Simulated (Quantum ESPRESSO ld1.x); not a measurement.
All-electron atom: Ti2+ in [Ne] 3s2 3p4 3d2 4p2 (not the ground configuration). Method: Dirac Kohn-Sham, PBE, spin-unpolarised, spherical densities, point nucleus; open shells are shared between the two j in proportion to 2j + 1; computed with ld1.x of Quantum ESPRESSO 7.5. Some entries of the table are withheld. Estimate them.

| orbital | occ. | eigenvalue (hartree) | <r> (bohr) |
|---|---|---|---|
| 1s1/2 | 2 | -180.427 | 0.06958 |
| 2s1/2 | 2 | -21.1389 | 0.3243 |
| 2p1/2 | 2 | -17.8887 | 0.2875 |
| 2p3/2 | 4 | -17.6757 | 0.2902 |
| 3s1/2 | 2 | -3.51601 | (1) |
| 3p1/2 | 1.33333 | -2.63548 | (2) |
| 3p3/2 | 2.66667 | -2.60850 | (3) |
| 3d3/2 | 0.8 | (4) | (5) |
| 3d5/2 | 1.2 | (6) | (7) |
| 4p1/2 | 0.666667 | -0.62885 | 2.964 |
| 4p3/2 | 1.33333 | -0.62526 | 2.978 |

Answer. 
(1) 3s1/2 <r> (bohr): 0.9752
(2) 3p1/2 <r> (bohr): 1.024
(3) 3p3/2 <r> (bohr): 1.031
(4) 3d3/2 eigenvalue (hartree): -1.25678
(5) 3d3/2 <r> (bohr): 1.173
(6) 3d5/2 eigenvalue (hartree): -1.25407
(7) 3d5/2 <r> (bohr): 1.175
